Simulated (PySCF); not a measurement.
CH₇BO₂Si. Atoms are numbered in the order given.

```xyz
12

B      0.6440    -0.0339     0.0000
O      1.9689     0.2861     0.0000
H      2.1342     1.2352     0.0000
O      0.3681    -1.3599     0.0000
C     -0.9153    -1.9339     0.0000
H     -1.0368    -2.5682    -0.8930
H     -1.0368    -2.5682     0.8930
H     -1.7220    -1.1793     0.0000
Si    -0.8020     1.4259     0.0000
H     -1.6892     1.3515     1.2025
H     -1.6892     1.3515    -1.2025
H     -0.1556     2.7777     0.0000
```
Charge 0, spin multiplicity 1.

The structure is a stationary point at B3LYP-D3(BJ)/def2-SVP. The structure was generated by enumeration, and PubChem lists no compound with its InChIKey, so it may never have been made. Other conformers were not sampled.

Method: TDDFT-PBE/def2-SVPD (PySCF).

Vertical excitations.  State labels are in the subgroup Cs.

```csv
state,symmetry,energy (eV),λ (nm),f,main pairs
S1,A",5.84,212,0.012,HOMO→LUMO 97 %
S2,A',6.16,201,0.019,HOMO→LUMO+1 98 %
S3,A',6.56,189,0.030,"HOMO−1→LUMO 75 %, HOMO→LUMO+2 21 %"
S4,A",6.67,186,0.005,HOMO−1→LUMO+1 100 %
S5,A',6.73,184,0.043,"HOMO→LUMO+2 73 %, HOMO−1→LUMO 18 %"
S6,A',7.15,173,0.030,HOMO→LUMO+3 86 %
S7,A",7.16,173,0.002,HOMO−1→LUMO+2 99 %
S8,A",7.23,172,0.004,"HOMO−3→LUMO 79 %, HOMO−4→LUMO 17 %"
S9,A",7.30,170,0.003,"HOMO−4→LUMO 81 %, HOMO−3→LUMO 15 %"
S10,A',7.41,167,0.006,"HOMO→LUMO+4 62 %, HOMO−2→LUMO 28 %"
T1,A",5.04,246,0,HOMO→LUMO 99 %
T2,A',5.75,215,0,HOMO−1→LUMO 99 %
T3,A',5.98,207,0,HOMO→LUMO+1 98 %
T4,A',6.34,195,0,HOMO→LUMO+2 93 %
```
Triplets are in the Tamm–Dancoff approximation, which puts them higher than full response would, so one can lie above its singlet here.
